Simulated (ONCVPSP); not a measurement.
# H: variants of one ONCV potential

Base potential:

| Quantity | Value |
| --- | --- |
| Element | hydrogen |
| Generator | ONCVPSP 4.0.1 |
| Type | optimised norm-conserving Vanderbilt (ONCV) |
| Functional | PBE |
| Relativity | scalar-relativistic |
| Frozen core | none |
| Valence charge | 1 |
| Reference configuration | 1s0.5 (charge +0.5) |
| Partial waves | 1s: rc 1.10 bohr, ncon 5, nbas 8, qcut 5.4 1/bohr, 3 projectors, debl 3.7 Ha; p scattering state at 0.07 Ha: rc 1.15 bohr, ncon 5, nbas 9, qcut 7.5 1/bohr, 2 projectors, debl 4 Ha |
| Local potential | polynomial inside 1.05 bohr (lpopt 5, dvloc0 2 Ha) |
| Core correction | none |

Cutoffs, loose and tight: the cutoffs (Ha) at which the residual kinetic energy of the hardest occupied pseudo-wave falls to 1 and 0.1 mHa per electron. They do not see the model core or the augmentation charge, which bear on the density cutoff. Test errors are all-electron minus pseudo excitation energies from the reference, over the configurations 1s1. A dash means not determined; rows that change the core or the reference have their own tests.

```tsv
change	outcome	cutoff, loose	cutoff, tight	bound ghosts	GHOST(+) flags above zero
base	generated	19 Ha	105 Ha	none	none
all radii scaled by about 0.76 (s 0.84, p 0.88 bohr); local potential polynomial inside 0.82 bohr (lpopt 5, dvloc0 2 Ha)	generated	30 Ha	182 Ha	none	s
all radii scaled by about 0.84 (s 0.92, p 0.96 bohr); local potential polynomial inside 0.88 bohr (lpopt 5, dvloc0 2 Ha)	generated	27 Ha	153 Ha	none	none
all radii scaled by about 1.03 (s 1.14, p 1.18 bohr); local potential polynomial inside 1.08 bohr (lpopt 5, dvloc0 2 Ha)	generated	18 Ha	97 Ha	none	none
all radii scaled by about 1.08 (s 1.18, p 1.24 bohr); local potential polynomial inside 1.14 bohr (lpopt 5, dvloc0 2 Ha)	generated	17 Ha	89 Ha	none	none
all radii scaled by about 1.13 (s 1.24, p 1.30 bohr); local potential polynomial inside 1.18 bohr (lpopt 5, dvloc0 2 Ha)	generated	16 Ha	80 Ha	none	none
all radii scaled by about 1.26 (s 1.38, p 1.46 bohr); local potential polynomial inside 1.32 bohr (lpopt 5, dvloc0 2 Ha)	generated	14 Ha	57 Ha	none	none
all radii scaled by about 1.32 (s 1.46, p 1.52 bohr); local potential polynomial inside 1.40 bohr (lpopt 5, dvloc0 2 Ha)	generated	13 Ha	37 Ha	none	none
```

Problem. What comes out with this change to the base: all radii scaled by about 1.22 (s 1.34, p 1.40 bohr); local potential polynomial inside 1.28 bohr (lpopt 5, dvloc0 2 Ha)?

Solution. outcome: generated; cutoff, loose: 14 Ha; cutoff, tight: 64 Ha; bound ghosts: none; GHOST(+) flags above zero: none.

Problem. What comes out with this change to the base: all radii scaled by about 0.91 (s 1.00, p 1.04 bohr); local potential polynomial inside 0.96 bohr (lpopt 5, dvloc0 2 Ha)?

Solution. outcome: generated; cutoff, loose: 23 Ha; cutoff, tight: 129 Ha; bound ghosts: none; GHOST(+) flags above zero: none.

Problem. What comes out with this change to the base: all radii scaled by about 0.95 (s 1.04, p 1.10 bohr); local potential polynomial inside 1.00 bohr (lpopt 5, dvloc0 2 Ha)?

Solution. outcome: generated; cutoff, loose: 21 Ha; cutoff, tight: 118 Ha; bound ghosts: none; GHOST(+) flags above zero: none.

Reading the sweep of the scale of all radii (base = 1) (base included, trends over the rows without a ghost): The loose cutoff falls from 30 Ha at 0.76 to 13 Ha at 1.32. A larger radius leaves more room for a smooth pseudo-wave, so fewer plane waves are needed; a smaller one forces it to follow the all-electron wave where it bends sharply.
